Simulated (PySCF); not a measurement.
Cl₃Ge, charge +1, multiplicity 1. Atoms are numbered in the order given.

```xyz
4

Cl     2.0739     0.0000     0.0000
Ge     0.0000     0.0000     0.0000
Cl    -1.0370    -1.7961     0.0000
Cl    -1.0370     1.7961     0.0000
```
Charge +1, spin multiplicity 1.

The structure is a stationary point at B3LYP-D3(BJ)/def2-SVP. The spin state was assumed, not searched. The isomer is the one that the SMILES or the coordinates give; other isomers of the formula were not compared.

Method: PySCF with PBE/def2-TZVPD.

Symmetry labels are those of the subgroup C2v that the program uses (full group D3h).

### Question
List the valence orbital energies around the gap with their symmetry. (The exact figures need the calculation; the answer reports its results.)

### Answer

```
orbital  symmetry  energy (eV)
-------  --------  -----------
HOMO−7         B1       -16.73
HOMO−6         A1       -16.73
HOMO−5         B2       -15.34
HOMO−4         A1       -14.45
HOMO−3         B1       -14.45
HOMO−2         A2       -14.36
HOMO−1         B2       -14.36
HOMO           B1       -13.95
LUMO           A1        -9.95
LUMO+1         B2        -9.44
LUMO+2         B1        -5.66
LUMO+3         A1        -5.66
```
